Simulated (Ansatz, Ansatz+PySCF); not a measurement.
```xyz
4

O     0.0000    0.0000   -0.5941
O     0.0000    0.0000    0.5941
Li   30.0000    0.0000   -1.4381
H    30.0000    0.0000    4.3142
```

Basis set: 6-31G (spherical functions). Left uncorrelated: 2 orbitals. Correlation on ROHF uses semicanonical orbitals with singles. Charge 0, multiplicity 3.

Computed with Ansatz (development build ahead of 0.2.0); each method stands on the lowest determinant of its kind that the runs found.

Give the atomization energy at this shape (free ground-state atoms in the same class of orbitals less the molecule, no zero-point energy) of triplet LiHO2 in separate pieces by UHF-CCSD(T), UHF-MP2, ROHF-MP2, UHF, ROHF, ROHF-CCSD(T).

```json
{"method": "UHF-CCSD(T)", "atomization energy": "65.13 kcal/mol"}
{"method": "UHF-MP2", "atomization energy": "74.14 kcal/mol"}
{"method": "ROHF-MP2", "atomization energy": "42.27 kcal/mol"}
{"method": "UHF", "atomization energy": "-9.28 kcal/mol"}
{"method": "ROHF", "atomization energy": "-59.46 kcal/mol"}
{"method": "ROHF-CCSD(T)", "atomization energy": "33.36 kcal/mol"}
```

Caution: the shape is not the minimum. Caution for UHF-CCSD(T), UHF-MP2, UHF: the unrestricted determinant is a mixture of spin states. Caution for ROHF-MP2, ROHF, ROHF-CCSD(T): an unrestricted determinant lies well below. Caution for ROHF: the molecule lies well above its atoms at this level.

This basis has no polarisation functions and is too small for such energies, which can lie far from measured ones in either direction.
